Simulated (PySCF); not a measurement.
GeH₂: bending curve

Level of theory: r2SCAN/[Ge def2-TZVP, H def2-TZVP], no relativity, density fitting, PySCF.

Rigid scan from the singlet minimum (Ge–H 1.591 Å (×2); H–Ge–H 90.2°). Coordinate: the H–Ge–H angle, bonds fixed. Energies in kJ/mol from the minimum.

```csv
bond angle (°),E (kJ/mol),dipole size (D)
80,6.4,0.31
90,0.0,0.13
100,5.6,0.08
110,22.4,0.30
120,49.6,0.54
130,86.5,0.76
140,132.1,0.97
150,184.9,1.13
160,241.6,1.17
170,316.6,0.07
180,314.1,0.00
```

With the bonds held, the linear shape lies 314.1 kJ/mol from the minimum.

The scan took of the order of 3 core-minutes on a shared host.
